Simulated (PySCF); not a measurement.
C₂H₆FInO, SMILES CC[O][InH][F].

The structure is a stationary point at B3LYP-D3(BJ)/def2-SVP. The structure was generated by enumeration; whether it is a known compound was not checked. The def2 effective core potentials stand for the cores of In; spin–orbit coupling is left out. One conformer was computed; it need not be the lowest.

Method: PySCF with B3LYP-D3(BJ)/def2-SVP.

Frequencies are harmonic and unscaled.

Q: Give all harmonic wavenumbers and intensities. (The exact figures need the calculation; the answer reports its results.)

A: 
| mode | ν (cm⁻¹) | IR (km/mol) | Raman (Å⁴/amu) | depolarisation | moving atoms (share of kinetic energy) |
|---|---|---|---|---|---|
| 1 | 62 | 4.8 | 0.7 | 0.72 | C 30 %, F 30 %, H 28 % |
| 2 | 96 | 13.9 | 0.8 | 0.75 | O 27 %, H 22 %, C 20 %, F 19 %, In 12 % |
| 3 | 120 | 7.2 | 0.5 | 0.68 | F 48 %, C 33 %, H 13 % |
| 4 | 193 | 15.1 | 1.2 | 0.31 | O 28 %, H 26 %, C 23 %, In 16 % |
| 5 | 315 | 1.9 | 0.4 | 0.17 | H 87 % |
| 6 | 387 | 45.6 | 4.3 | 0.75 | H 93 % |
| 7 | 402 | 86.5 | 14.7 | 0.75 | H 86 % |
| 8 | 464 | 27.9 | 7.1 | 0.63 | H 37 %, C 33 %, O 27 % |
| 9 | 533 | 27.6 | 21.1 | 0.19 | O 71 %, In 12 %, C 10 % |
| 10 | 586 | 36.4 | 6.2 | 0.22 | F 85 %, In 13 % |
| 11 | 816 | 2.0 | 1.0 | 0.63 | H 91 % |
| 12 | 906 | 22.3 | 9.7 | 0.75 | H 44 %, C 38 %, O 18 % |
| 13 | 1093 | 69.1 | 8.6 | 0.23 | C 58 %, H 28 %, O 13 % |
| 14 | 1134 | 130.0 | 6.8 | 0.34 | C 47 %, H 28 %, O 25 % |
| 15 | 1171 | 2.5 | 3.3 | 0.27 | H 60 %, C 36 % |
| 16 | 1298 | 0.1 | 8.8 | 0.66 | H 91 % |
| 17 | 1373 | 20.6 | 2.3 | 0.69 | H 81 %, C 18 % |
| 18 | 1403 | 47.4 | 6.1 | 0.71 | H 74 %, C 25 % |
| 19 | 1463 | 5.0 | 21.3 | 0.72 | H 97 % |
| 20 | 1481 | 5.6 | 23.3 | 0.75 | H 95 % |
| 21 | 1496 | 3.3 | 2.9 | 0.48 | H 93 % |
| 22 | 1864 | 86.7 | 288.5 | 0.22 | H 99 % |
| 23 | 2979 | 85.6 | 154.7 | 0.13 | H 94 % |
| 24 | 3018 | 13.5 | 133.3 | 0.05 | H 97 % |
| 25 | 3026 | 39.8 | 216.6 | 0.48 | H 91 %, C 9 % |
| 26 | 3107 | 29.5 | 99.6 | 0.66 | H 91 %, C 9 % |
| 27 | 3111 | 15.5 | 25.4 | 0.60 | H 90 %, C 10 % |
